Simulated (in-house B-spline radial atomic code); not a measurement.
Solving the quasi-particle equation for 4p of Mo⁶⁺

Configuration [Ar] 3d10 4s2 4p6, start Hartree-Fock; correlation leaves out the 7 deepest shells. Computed with an all-electron radial atomic-structure program (B-spline basis): all electrons, scalar-relativistic (spin-free one-electron X2C), finite nucleus, each spin shell either full or empty, empty states to l = 9 with an (l + 1/2)⁻⁴ tail; G0W0 by contour deformation at full frequency.

At the mean-field level ε = -126.163 eV the matrix elements are Σx = -37.758 eV, v_xc = -37.758 eV and Σc(ε) = -1.171 eV, and the slope of the correlation self-energy is dΣc/dω = -0.0179. The quasi-particle energy solves E = ε + Σx − v_xc + Σc(E).

Q: What does the linearised equation give?

A: Z = 1/(1 − dΣc/dω) = 1/1.0179 = 0.9824. The first-order shift is Σx − v_xc + Σc(ε) = -37.758 − (-37.758) + (-1.171) = -1.171 eV, so E ≈ ε + Z × shift = -126.163 + 0.9824 × (-1.171) = -127.313 eV.

Q: How does that compare with the full solution and with static screening?

A: Solving the equation at full frequency dependence gives E = -127.314 eV, where Σc = -1.151 eV and the weight is 0.982; the linearised value is off by 0 meV. Leaving Z out would give -127.334 eV. Static COHSEX puts -3.314 eV in place of Σc and gives -129.477 eV, 2.16 eV deeper.
